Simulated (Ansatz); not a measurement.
```yaml
crystal:
  periodic: [false, false, false]
  atoms:
    - {symbol: C, position_ang: [-0.347157, 2.048821, -0.413153]}
    - {symbol: O, position_ang: [-0.367039, 0.685314, -0.858923]}
    - {symbol: B, position_ang: [0.502761, -0.494103, -0.009337]}
    - {symbol: C, position_ang: [0.108746, -1.817051, -0.797388]}
    - {symbol: C, position_ang: [0.075734, -0.376396, 1.519262]}
    - {symbol: Cl, position_ang: [2.248344, 0.051712, -0.308374]}
    - {symbol: H, position_ang: [0.702727, 2.306181, -0.298464]}
    - {symbol: H, position_ang: [-0.807293, 2.672045, -1.179220]}
    - {symbol: H, position_ang: [-0.866121, 2.152505, 0.540089]}
    - {symbol: H, position_ang: [-1.271843, 0.366960, -0.954067]}
    - {symbol: H, position_ang: [-0.957910, -2.062630, -0.707693]}
    - {symbol: H, position_ang: [0.363519, -1.769812, -1.859514]}
    - {symbol: H, position_ang: [0.652521, -2.665842, -0.373876]}
    - {symbol: H, position_ang: [0.345785, 0.575875, 1.984354]}
    - {symbol: H, position_ang: [0.592449, -1.154480, 2.088665]}
    - {symbol: H, position_ang: [-0.998223, -0.541799, 1.671836]}
basis:
  gaussian: {orbitals: def2-SVP, point_charges: [{charge: 0.50, position_ang: [5.357, 0.544, -0.058]}]}
magnetization: {spin_polarized: true, initial_magnetization: 0}
hamiltonian: {xc: {name: revPBE0}, dispersion: d4}
smearing: {width: 0.1}
output: {forces: true}
```

```sh
$ ansatz run in.yaml --threads 4 --pin off --events-out ev --progress --plain --max-ram 11315MiB
```

(1) How does Ansatz answer? (An estimate is asked.)

Answers

(1) Ansatz gave: The program refused the input.
```
Error: YAML parse error: error: line 24 column 1: unknown field `smearing`, expected one of crystal, accuracy, basis, kpoints, hamiltonian, magnetization, projection, total_charge, correlation, batch, efield, external_charges, scf, relax, neb, saddle, md, ramp, phonons, dielectric, real_time, elastic, magnetic_configurations, gw, evaluate, workflow, output, checkpoint, execution
22 | magnetization: {spin_polarized: true, initial_magnetization: 0}
23 | hamiltonian: {xc: {name: revPBE0}, dispersion: d4}
24 | smearing: {width: 0.1}
25 | output: {forces: true}
```
